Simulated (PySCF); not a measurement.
## Diatomic cations of Hg with group 14

HF with double-zeta basis sets in PySCF, for the lowest determinant that a PBE0 search found; no spin–orbit coupling. De refers to high-spin ground-configuration atoms (the charge goes to the atom of lower measured ionisation energy or higher electron affinity, which is not always the lowest computed limit). A positive dipole points towards Hg; it is taken about the centre of mass and depends on that origin.

| M | basis | reference | charged atom | state (unpaired electrons) | Re (Å) | ωe (cm⁻¹) | De (eV) | μ (D) |
| --- | --- | --- | --- | --- | --- | --- | --- | --- |
| C | def2-SVP | UHF | Hg+ | doublet (π ↑) | 2.274 | 378 | -0.24 | -0.70 |
| Si | def2-SVP | UHF | Si+ | doublet (π ↑) | 2.797 | 167 | 0.90 | -4.65 |
| Sn | def2-SVP | UHF | Sn+ | doublet (π ↑) | 3.106 | 81.6 | 0.60 | -3.43 |
| Pb | def2-SVP | UHF | Pb+ | doublet (π ↑) | 3.208 | 64.9 | n/a | -2.31 |

The shortest bond is that of HgC⁺ (2.274 Å), the longest that of HgPb⁺ (3.208 Å).

Down a group the atoms grow and get heavier, so bonds lengthen and wavenumbers fall; this series shows no clear exception.

These are scalar-relativistic numbers at best; spin–orbit coupling would shift them, the dissociation energy most. For an ion De counts to the pair picked by the measured ionisation energies or electron affinities, which need not be the lowest pair at this level. Hartree–Fock leaves out correlation, which carries a large part of most bond energies and some tenths to 1 eV of ionisation energies. A negative De means that the minimum lies above the separated atoms at that level. States were picked by a PBE0 search and need not be the measured ground states.
